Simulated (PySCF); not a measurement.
Molecule: 1-cyclopentenylacetonitrile (C1=C(CC#N)CCC1, C$_{7}$H$_{9}$N).

Geometry (Å), atoms numbered from 1 in this order:
```xyz
17

N     2.9426    1.9949   -0.8353
C     2.5427    1.0505   -0.3309
C     2.0122   -0.1348    0.2985
C     0.5122   -0.1165    0.2408
C    -0.3289   -0.0128    1.2579
C    -1.7577    0.0112    0.8078
C    -1.6760   -0.3918   -0.6755
C    -0.2087   -0.1722   -1.0783
H     2.4057   -1.0077   -0.2342
H     2.3570   -0.1649    1.3356
H    -0.0624    0.0674    2.2982
H    -2.3838   -0.6680    1.3880
H    -2.1652    1.0189    0.9287
H    -2.3614    0.1831   -1.2948
H    -1.9312   -1.4468   -0.7826
H     0.1684   -0.9705   -1.7201
H    -0.0723    0.7719   -1.6136
```

Frames of a GFN2-xTB Langevin trajectory at 300 K; GIAO PBE0/pcSseg-1 shieldings in PySCF 2.14.0 with density-fitted response routines, gas phase, non-relativistic; equivalent atoms averaged within each frame.

δ = σ(ref) − σ, references computed at the same level: ¹⁵N (σref 267.73) against NH3; TMS for ¹³C (σref 186.93), ¹H (σref 31.72). The references are static minima.

Problem. How do the shifts (ppm) fluctuate along the trajectory?

Solution. 
```
         time (fs)     N1     C5     C4     C2    C6    C8    C7    C3   H11  H12/H13
               250  303.9  146.8  144.5  125.0  44.6  39.4  31.1  23.7  6.29     3.14
               425  296.2  126.8  136.4  123.1  37.6  45.3  23.8  16.3  5.78     2.81
               625  294.9  138.7  141.1  123.0  42.5  39.3  28.4  20.8  7.05     3.80
               800  301.9  131.2  137.6  122.5  34.7  36.8  23.9  22.7  6.06     2.11
              1000  296.5  147.7  138.8  123.2  38.7  27.2  25.2  20.6  6.13     2.24
    mean of frames  298.7  138.2  139.7  123.3  39.6  37.6  26.5  20.8  6.26     2.82
standard deviation    4.0    9.3    3.2    1.0   3.9   6.6   3.2   2.8  0.48     0.69
```

5 frames give an uncertainty of the mean of about the standard deviation over 2.2 at best, since frames this close in time may not be independent; classical motion lacks zero-point vibration, and the reference would need the same averaging.
